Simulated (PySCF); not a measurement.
Spinor energies of Au²⁺ (gold, charge +2)

Start: [Xe] 4f14 5d9; 5d3/2 filled at m_j = -1/2, +1/2, +3/2; 5d5/2 filled at m_j = -5/2, -3/2, -1/2, +1/2, +3/2, +5/2. Calculated with PySCF 2.14 in x2c-TZVPall-2c: generalised Hartree-Fock with the X2C-1e Hamiltonian and a Gaussian nucleus; one run each with spin-orbit coupling (SO) screened by Boettger's factors, then bare. This is a chosen level, not necessarily the ground level.

```tsv
spinor shell	electrons	ε, screened SO (eV)	ε, bare SO (eV)	weight of nominal j (bare SO)	rms radius, bare SO (bohr)
1s1/2	2	-81167.8	-81165.8	1.000	0.0190
2s1/2	2	-14487.4	-14486.7	1.000	0.0768
2p1/2	2	-13869.8	-13911.8	1.000	0.0649
2p3/2	4	-12028.8	-12015.9	1.000	0.0731
3s1/2	2	-3503.9	-3503.7	1.000	0.196
3p1/2	2	-3227.2	-3236.4	1.000	0.187
3p3/2	4	-2814.9	-2811.9	1.000	0.204
3d3/2	4	-2360.7	-2368.6	1.000	0.179
3d5/2	6	-2272.7	-2267.7	1.000	0.184
4s1/2	2	-814.15	-814.12	1.000	0.433
4p1/2	2	-694.95	-697.23	1.000	0.437
4d3/2	4	-399.47	-401.21	1.000	0.484
4d5/2	6	-380.50	-379.43	1.000	0.497
5s1/2	2	-149.27	-149.28	1.000	0.998
4f5/2	6	-127.26	-128.45	1.000	0.543
4f7/2	8	-123.60	-122.72	1.000	0.546
5p1/2	2	-107.73	-108.16	0.999	1.08
5p3/2	4	-91.656	-91.544	0.999	1.18
5d3/2	3	-34.802	-34.998	0.980	1.56
5d5/2	6	-32.924	-32.829	0.991	1.63
```

Q: Where does 4p3/2 lie, and what is the 4p spin-orbit splitting (bare SO)?

A: At -594.17 eV, 103.07 eV above 4p1/2.

```
   quantity   screened SO       bare SO
E (hartree)  -19025.82002  -19027.62666
        M_J           3/2           3/2
       ⟨J²⟩         3.755         3.756
       ⟨L²⟩         6.194         6.207
       ⟨S²⟩         0.932         0.945
```

Each row is a mean over spinors that exchange with the open shell spreads, by up to 3.730 eV (5p1/2).

Breit and QED terms are absent; they matter most for the inner s and p1/2 levels.

Densities and radii are taken from the X2C orbitals without a picture-change correction, which distorts them close to the nucleus.
